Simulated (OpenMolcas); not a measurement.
# 4s2 4p2 along the 32-electron sequence

```
Program             : OpenMolcas 26.06
Method              : XMS-CASPT2, IPEA 0.25 Eh, imaginary shift 0.1 Eh
Basis               : ANO-RCC-VTZP
Scalar Hamiltonian  : DKH2, point nucleus
Spin-orbit coupling : RASSI with atomic mean-field integrals over the reference wave functions, term energies averaged over their components
```

Active space for each ion: 4 electrons in 8 orbitals (4s 4p 5s 5p); closed shells correlated by CASPT2: 3d.

Computed levels in cm-1 above 3P0:

| Level | Ge | As+ | Br3+ |
| --- | --- | --- | --- |
| 3P1 | 456 | 894 | 2310 |
| 3P2 | 1191 | 2180 | 5090 |
| 1D2 | 8630 | 10190 | 16140 |
| 1S0 | 18390 | 22450 | 33530 |
| weight of 3P in the lowest level (%) | 100 | 99 | 98 |

Measured, with the error of the calculation in %. Measured levels: Ge, As+ from NIST Handbook of Basic Atomic Spectroscopic Data.

| Level | Ge | As+ |
| --- | --- | --- |
| 3P1 | 557 (-18.1) | 1063 (-15.9) |
| 3P2 | 1410 (-15.6) | 2541 (-14.1) |
| 1D2 | 7125 (+21.2) | 10096 (+0.9) |
| 1S0 | 16367 (+12.4) | 22599 (-0.6) |

The fine-structure level 3P2 changes by a factor of 4.27 from Ge to Br3+. Its fourth root runs 5.87, 6.83, 8.45, with steps per unit of Z of 0.96, 0.81; equal steps would mean a (Z - σ)^4 law with constant σ.

1D2 changes by a factor of 1.87 over the same range, with steps per unit of Z of +1560, +2980 cm-1.

Term energies are means over components that CASPT2 splits; among the terms shown or strongly mixed into the levels shown the widest spread is 76 cm-1 (4s2 4p2 1D, As+). Over all roots computed the reference weight is 0.90 to 0.96 in Ge, 0.84 to 0.98 in As+, 0.85 to 0.99 in Br3+; the roots of lowest weight are the least certain, and an intruder state may touch them. Active for correlation alone: 5p 5s; no level in the range computed is led by a configuration that fills them, so any true level of that kind is missing (holds for Ge). Some terms miss by over 15 % even with CASPT2, which points to a basis or an active space too small for the shells correlated (holds for Ge). The run also gave levels led by 4s2 4p 5p, 4s2 4p 5s, which use shells meant for correlation; these and all levels above them are left out (holds for As+). The run also gave levels led by 4s2 4p 5p, which use shells meant for correlation; these and all levels above them are left out (holds for Br3+). Computed and measured levels are paired by configuration, term and J; levels that our copy of the source lacks, or whose pairing is in doubt (as where it misses far off the trend of its configuration), stay unpaired and out of the deviations. Levels of configurations outside the active space are missing.
